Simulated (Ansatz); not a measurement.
Input file for Ansatz (an electronic-structure program): R-wB97X-V/def2-TZVPPD on ClH3Si (SMILES [SiH3]Cl) with ghost functions, monomers drawn apart or pushed together. Files ending in .json are basis or fitting sets from the Basis Set Exchange.

Ansatz 0.2 input:
```yaml
crystal:
  periodic: [false, false, false]
  atoms:
    - {symbol: Si, position_ang: [0.28629201, -1.20400586, 4.42213000]}
    - {symbol: Cl, position_ang: [-1.46837469, -0.10230987, 4.58335409]}
    - {symbol: H, position_ang: [0.56861285, -1.67884582, 5.79664376]}
    - {symbol: H, position_ang: [1.39030807, -0.33805945, 3.97936049]}
    - {symbol: H, position_ang: [0.07467110, -2.36869282, 3.54829567]}
basis:
  gaussian:
    orbitals: def2-TZVPPD.json
    ghost_atoms:
      - {symbol: N, position_ang: [-0.09383993, -0.07481457, 0.31169613]}
      - {symbol: H, position_ang: [-0.30930572, 0.89874724, 0.49350779]}
      - {symbol: H, position_ang: [0.52874894, -0.11157917, -0.48725244]}
      - {symbol: H, position_ang: [-0.96141658, -0.52830540, 0.04871559]}
hamiltonian:
  xc: {name: wB97X-V}
scf: {lower_state_search: off}
```

Q: What total energy does the run end on?

A: -751.4431 hartree.

Q: How many basis functions does it have, and what does it roughly cost on one machine?

A: 238 functions; roughly 10 core-seconds.
